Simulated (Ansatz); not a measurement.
A run for Ansatz (an electronic-structure program): R-BHLYP/def2-TZVPPD on CH6O2Si (a complex). Files ending in .json are basis or fitting sets from the Basis Set Exchange.

Ansatz 0.2 input:
```yaml
crystal:
  periodic: [false, false, false]
  atoms:
    - {symbol: Si, position_ang: [0.10655027, -0.31917526, 0.64220098]}
    - {symbol: H, position_ang: [-0.27518128, -0.53061173, -0.77427612]}
    - {symbol: H, position_ang: [0.68623971, -1.55908719, 1.19231386]}
    - {symbol: H, position_ang: [-1.14324738, 0.00998596, 1.38020952]}
    - {symbol: H, position_ang: [1.04486590, 0.81481815, 0.74117111]}
    - {symbol: O, position_ang: [0.93794266, 0.14230294, 3.73155018]}
    - {symbol: C, position_ang: [0.06477303, 0.42683182, 4.50336349]}
    - {symbol: O, position_ang: [-1.22920204, 0.56812499, 4.19078299]}
    - {symbol: H, position_ang: [0.21308397, 0.61007662, 5.57505572]}
    - {symbol: H, position_ang: [-1.32833920, 0.39955201, 3.23527922]}
basis:
  gaussian:
    orbitals: def2-TZVPPD.json
hamiltonian:
  xc: {name: BHLYP}
scf: {lower_state_search: off}
```

Output:

```
WARN ansatz: RAYON_NUM_THREADS=2 ignored (pool sized by the plan → 2); use --threads N
Functional definition: BHLYP
these checks for a lower state are left out or cut short: stability, starts, cluster_reference, orbital_swaps, neighbouring_geometries, increment
integrals: 0.19 GiB planned
1342 factors; their error is unknown
mean field: 1.72 GiB planned
mean field evaluation 1: about -13101.9869 eV, gradient 4.9e1 eV
mean field evaluation 2: about -13100.4894 eV, gradient 5.9e1 eV
mean field evaluation 4: about -13105.9105 eV, gradient 3.3e0 eV
mean field evaluation 8: about -13105.9314 eV, gradient 4.6e-2 eV
mean field evaluation 16: about -13106.0104 eV, gradient 2.3e-5 eV
mean field -13106.01044867 eV, -481.6370004159 hartree, gradient 2.0e-6 eV, S^2 0.000000; 0 other end points of the search recorded, 0 dependent functions left out
reference -13106.01065245 eV, -481.6370079044 hartree; 21, 21 occupied and 246, 246 virtual orbitals, 1342 factors
Total energy: -13106.01065245 eV, -481.6370079044 hartree
Checks for a lower state left out: stability, starts, cluster_reference, orbital_swaps, neighbouring_geometries, increment
```

The run converged.

Cost: very roughly 5 core-seconds.
